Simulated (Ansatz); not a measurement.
Reaction (cleavage of the Si–Si bond): `CC[SiH2][SiH3]` + `[OH][GeH]([F])[SH]` → `[OH][GeH]([F])[S][SiH3]` + `CC[SiH3]`

Calculated with Ansatz (gas phase, PBE0-D4/def2-TZVP geometries, no zero-point term in ΔE). CCSD(T)/CBS adds triple-zeta CCSD(T) − MP2 to the extrapolated MP2 energy (def2 sets, frozen cores). DFT in def2-TZVPP. For Ge outer-core shells are correlated without core-valence functions, which leaves a few kJ/mol of doubt a bond. Scalar relativity is left out up to krypton. One conformer a species, not always the lowest.

`CC[SiH2][SiH3]`:

Cartesian coordinates in Å:
```
C -0.240 0.242 1.845
C 0.598 -0.719 1.009
Si -0.057 -0.972 -0.739
Si -0.132 1.037 -1.940
H -1.274 -0.101 1.931
H -0.267 1.241 1.402
H 0.158 0.344 2.858
H 1.631 -0.364 0.936
H 0.648 -1.701 1.491
H -1.435 -1.544 -0.684
H 0.804 -1.938 -1.479
H 1.223 1.655 -2.002
H -1.051 2.016 -1.295
H -0.605 0.805 -3.332
```

`[OH][GeH]([F])[SH]`:

Cartesian coordinates in Å:
```
O -1.451 -0.095 -0.609
Ge -0.115 -0.114 0.532
F 0.070 -1.723 1.147
S 1.827 0.250 -0.443
H -1.260 -0.583 -1.414
H -0.509 0.810 1.681
H 1.438 1.456 -0.894
```

`[OH][GeH]([F])[S][SiH3]`:

```xyz
10

O    -1.647   -0.335   -0.321
Ge   -0.253   -0.737   -1.324
F    -0.115    0.609   -2.416
S     1.498   -0.878   -0.025
Si    0.862    0.515    1.491
H    -2.201    0.336   -0.731
H    -0.446   -1.982   -2.191
H     0.352    1.764    0.879
H     2.104    0.792    2.254
H    -0.155   -0.084    2.384
```

`CC[SiH3]`:

```xyz
11

C    -0.837   -0.748   -0.871
C    -0.251    0.564   -0.358
Si    0.957    0.336    1.060
H    -1.536   -0.581   -1.695
H    -1.379   -1.277   -0.083
H    -0.055   -1.419   -1.235
H    -1.048    1.235   -0.021
H     0.268    1.094   -1.165
H     2.099   -0.521    0.636
H     0.286   -0.328    2.212
H     1.496    1.645    1.519
```

```json
{"species": "`CC[SiH2][SiH3]`", "B2PLYP energy (Eh)": "-660.92770"}
{"species": "`[OH][GeH]([F])[SH]`", "B2PLYP energy (Eh)": "-2651.66307"}
{"species": "`[OH][GeH]([F])[S][SiH3]`", "B2PLYP energy (Eh)": "-2942.26520"}
{"species": "`CC[SiH3]`", "B2PLYP energy (Eh)": "-370.34872"}
```

Work out ΔE.

ΔE = (-2942.26520) + (-370.34872) − (-660.92770) − (-2651.66307) = -0.02315 Eh = -60.8 kJ/mol. CCSD(T)/CBS gives -61.6 kJ/mol.

Largest T1 diagnostic among the species: 0.012.

From PBE to PBE0 (25 % exact exchange), in def2-TZVPP and without D4, ΔE moves by −5.1 kJ/mol.
